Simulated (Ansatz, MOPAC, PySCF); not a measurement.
Process, species as SMILES: B=[N-] → N=[B-]

Wanted: isomerisation energy (enthalpy at 298 K), in kcal/mol. Set-up: 6-31G* and kin with 6d, 5d where marked; non-relativistic; frozen cores in correlated levels; no dispersion term unless named; no spin-orbit coupling. CBS marks a two-point X^-3 extrapolation of the correlation energy; Hartree-Fock from the larger set. Ab initio and DFT rows: single points at B3LYP-D3(BJ) geometries (Ansatz, an electronic-structure program), with unscaled harmonic terms from B3LYP/6-31G* at its own minima. Semi-empirical rows: MOPAC heats of formation at their own minima for 298 K. Anions need diffuse functions, which STO-3G, LANL2DZ, def2-SVP, cc-pVDZ and Pople sets without + lack.

```json
[
 {"species": "B=[N-]", "coefficient": "-1", "E at B3LYP/6-31G* (Ansatz), Eh": "-80.17393", "E at M06-2X/def2-TZVPD (PySCF), Eh": "-80.19048", "H(298 K) - E, kcal/mol": "10.66", "heat of formation at MNDO (MOPAC), kcal/mol": "0.25"},
 {"species": "[B-]=N", "coefficient": "+1", "E at B3LYP/6-31G* (Ansatz), Eh": "-80.13676", "E at M06-2X/def2-TZVPD (PySCF), Eh": "-80.17993", "H(298 K) - E, kcal/mol": "10.51", "heat of formation at MNDO (MOPAC), kcal/mol": "9.51"}
]
```

Coupled cluster (Ansatz) is a level with limits of its own, used here on species with T1 under 0.025 (0.045 for open shells) and stable references: CCSD(T)/CBS(aug-cc-pVTZ,aug-cc-pVQZ). Value to compare with, CCSD(T)/CBS(aug-cc-pVTZ,aug-cc-pVQZ) (Ansatz): 8.5 kcal/mol. 1 Eh = 627.5095 kcal/mol.

### Question
Work the quantity out at each level, and compare with CCSD(T)/CBS(aug-cc-pVTZ,aug-cc-pVQZ) (Ansatz).

### Answer

- B3LYP/6-31G*: the sum of coefficient times E is 0.03717 Eh, or 23.32 kcal/mol; the thermal terms add -0.15. Result: 23.2 kcal/mol. Its difference against CCSD(T)/CBS(aug-cc-pVTZ,aug-cc-pVQZ) (Ansatz) is 14.7 kcal/mol.
- M06-2X/def2-TZVPD: the sum of coefficient times E is 0.01055 Eh, or 6.62 kcal/mol; the thermal terms add -0.15. Result: 6.5 kcal/mol. Its difference against CCSD(T)/CBS(aug-cc-pVTZ,aug-cc-pVQZ) (Ansatz) is -2.0 kcal/mol.
- MNDO: the sum of coefficient times heat of formation is 9.26 kcal/mol; it needs no thermal term. Its difference against CCSD(T)/CBS(aug-cc-pVTZ,aug-cc-pVQZ) (Ansatz) is 0.8 kcal/mol.
